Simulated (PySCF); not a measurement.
BeSi⁺: one state, many levels of theory

State: ²Π (doublet), unpaired electrons π ↑. Set-up: basis Be 6-311G(d,p), Si 6-311G(d,p); no relativity; PySCF 2.14. De refers to Be + Si⁺ in their high-spin ground configurations, without counterpoise correction. The functionals are run spin-unrestricted. A positive dipole points towards Si; it is taken about the centre of mass and depends on that origin.

```json
{"Level": "UHF", "Re (Å)": "2.374", "ωe (cm⁻¹)": "373", "De (eV)": "1.33", "μ (D)": "-5.38"}
{"Level": "PBE", "Re (Å)": "2.290", "ωe (cm⁻¹)": "469", "De (eV)": "2.31", "μ (D)": "-4.33"}
{"Level": "r²SCAN", "Re (Å)": "2.294", "ωe (cm⁻¹)": "455", "De (eV)": "2.32", "μ (D)": "-4.54"}
{"Level": "M06-L", "Re (Å)": "2.239", "ωe (cm⁻¹)": "513", "De (eV)": "2.33", "μ (D)": "-5.00"}
{"Level": "B3LYP", "Re (Å)": "2.290", "ωe (cm⁻¹)": "450", "De (eV)": "2.01", "μ (D)": "-4.54"}
{"Level": "PBE0", "Re (Å)": "2.285", "ωe (cm⁻¹)": "460", "De (eV)": "2.16", "μ (D)": "-4.70"}
{"Level": "M06", "Re (Å)": "2.267", "ωe (cm⁻¹)": "483", "De (eV)": "2.12", "μ (D)": "-4.86"}
```

The bond length runs from 2.239 Å (M06-L) to 2.374 Å (UHF). De spans 1.33 eV (UHF, mean field) to 2.33 eV (M06-L, meta-GGA).

For an ion De counts to the pair picked by the measured ionisation energies or electron affinities, which need not be the lowest pair at this level. The state is the lowest determinant that a PBE0 search found; another state may lie lower at other levels.
